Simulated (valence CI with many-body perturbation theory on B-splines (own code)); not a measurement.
## Cs16+: E2, M1 decay

Method: configuration interaction combined with many-body perturbation theory (CI+MBPT): three valence electrons over a frozen Dirac-Fock core [Kr], radial functions for each j: 9 s, 9 p, 10 d, 8 f, 5 g, 3 h, 1 i, with the one-electron correlation potential Σ1 (screened to all orders), the two-electron term Σ2, the three-electron term Σ3, Breit, model QED; selected single and double excitations, second order for the rest (own B-spline code, finite nucleus).

No measured levels were compared; by estimate terms of the open shell hold to 2 to 4 % of their energy, and close levels can change places. Only levels of the ground parity were solved; by the run's estimate the other parity begins above the list, which can be wrong where configurations are misplaced.

Lines 1 to 50 of 73 in falling wavelength, among levels below 16.555 eV, chosen from the decays that carry over 1 % of a level's rate. Wavelengths and rates use the calculated energies, so an error of 2000 cm⁻¹ moves a line at 8993 Å by 18 % and its rate by three times that or more. Electric multipoles are in the length gauge, E1 and E2 with the static RPA response of the core. Weak lines are less certain than strong ones. Lines between different terms over intervals too small for the method are left out, as are lines whose strength nearly cancels. The highest levels of a list are the least certain.

Names give the largest LS component (configuration and term), which can be under half, so a name can repeat, a term be missing and a line seem to break the LS rules; names also repeat where a configuration has a term twice. Letters in brackets count levels of one name in rising energy.

```
λ vac (Å)           Upper           Lower  Type   A (s⁻¹)  Branch %
    21120      4d3 4P_1/2      4d3 4P_3/2    M1  3.00e+00       9.0
    15240      4d3 4F_9/2      4d3 4F_7/2    M1  5.09e+00     100.0
     9491      4d3 4F_7/2      4d3 4F_5/2    M1  4.07e+01     100.0
     8993      4d3 2G_9/2     4d3 2H_11/2    M1  6.21e+00       1.1
     7398  4d3 2D_5/2 [a]  4d3 2D_3/2 [a]    M1  2.10e+01       5.6
     7397      4d3 4F_5/2      4d3 4F_3/2    M1  9.19e+01     100.0
     6960      4d3 2P_3/2  4d3 2D_5/2 [a]    M1  9.30e+00       1.3
     6000     4d3 2H_11/2      4d3 2H_9/2    M1  3.23e+01      30.5
     5697      4d3 4P_3/2      4d3 4F_5/2    M1  1.84e+01      12.7
     5123      4d3 2H_9/2      4d3 4F_9/2    M1  1.13e+02      51.7
     4781      4d3 4P_5/2      4d3 4P_3/2    M1  8.89e+01      77.7
     4768  4d3 2D_5/2 [a]      4d3 4P_5/2    M1  1.38e+01       3.7
     4231  4d3 2D_3/2 [a]      4d3 4P_1/2    M1  5.92e+01       8.2
     4147      4d3 2P_3/2      4d3 2P_1/2    M1  1.04e+02      14.5
     4124      4d3 2G_7/2      4d3 4F_7/2    M1  8.71e+01      24.7
     4056  4d3 2D_5/2 [a]      4d3 2G_7/2    M1  4.43e+00       1.2
     3834      4d3 2H_9/2      4d3 4F_7/2    M1  1.06e+02      48.3
     3649      4d3 2P_1/2      4d3 4P_1/2    M1  3.24e+02      94.7
     3599      4d3 2G_9/2      4d3 2H_9/2    M1  2.35e+02      42.2
     3586      4d3 2P_3/2  4d3 2D_3/2 [a]    M1  2.08e+02      28.8
     3580      4d3 4P_5/2      4d3 4F_7/2    M1  9.49e+00       8.3
     3525  4d3 2D_3/2 [a]      4d3 4P_3/2    M1  3.01e+02      41.8
     3376      4d3 2G_9/2      4d3 2G_7/2    M1  2.45e+02      44.0
     3218      4d3 4P_3/2      4d3 4F_3/2    M1  1.27e+02      87.3
     3200      4d3 2F_5/2      4d3 4P_5/2    M1  6.46e+01      30.9
     3112      4d3 2P_1/2      4d3 4P_3/2    M1  4.79e+00       1.4
     3032      4d3 2F_7/2      4d3 4P_5/2    M1  3.60e+00       1.6
     2875      4d3 2G_7/2      4d3 4F_5/2    M1  2.65e+02      75.1
     2863      4d3 2F_5/2      4d3 2G_7/2    M1  2.89e+01      13.8
     2830      4d3 2P_3/2      4d3 4P_5/2    M1  2.00e+02      27.7
     2793      4d3 4P_1/2      4d3 4F_3/2    M1  2.97e+01      89.6
     2793      4d3 4P_1/2      4d3 4F_3/2    E2  4.16e-01       1.3
     2763     4d3 2H_11/2      4d3 4F_9/2    M1  7.36e+01      69.4
     2727      4d3 2F_7/2      4d3 2G_7/2    M1  6.16e+01      27.6
     2604  4d3 2D_3/2 [b]      4d3 2P_3/2    M1  1.65e+01       1.9
     2600      4d3 4P_5/2      4d3 4F_5/2    M1  1.32e+01      11.6
     2423  4d3 2D_5/2 [b]      4d3 2P_3/2    M1  2.68e+01       1.8
     2387  4d3 2D_5/2 [a]      4d3 4P_3/2    M1  3.78e+01      10.1
     2353  4d3 2D_3/2 [b]      4d3 2F_5/2    M1  1.50e+02      17.5
     2292  4d3 2D_5/2 [b]      4d3 2F_7/2    M1  1.56e+02      10.5
     2205  4d3 2D_5/2 [b]      4d3 2F_5/2    M1  3.35e+02      22.6
     2178  4d3 2D_3/2 [a]      4d3 4F_5/2    M1  2.58e+02      35.8
     2114      4d3 2G_9/2      4d3 4F_9/2    M1  1.50e+01       2.7
     2045  4d3 2D_5/2 [a]      4d3 4F_7/2    M1  2.39e+02      64.2
     1924      4d3 4P_5/2      4d3 4F_3/2    M1  2.58e+00       2.3
     1917      4d3 2F_5/2      4d3 4P_3/2    M1  3.91e+01      18.7
     1895  4d3 2D_3/2 [b]  4d3 2D_5/2 [a]    M1  2.48e+02      28.8
     1856      4d3 2G_9/2      4d3 4F_7/2    M1  5.51e+01       9.9
     1840      4d3 2F_7/2      4d3 4F_9/2    M1  1.05e+02      47.0
     1797  4d3 2D_5/2 [b]  4d3 2D_5/2 [a]    M1  1.88e+01       1.3
```
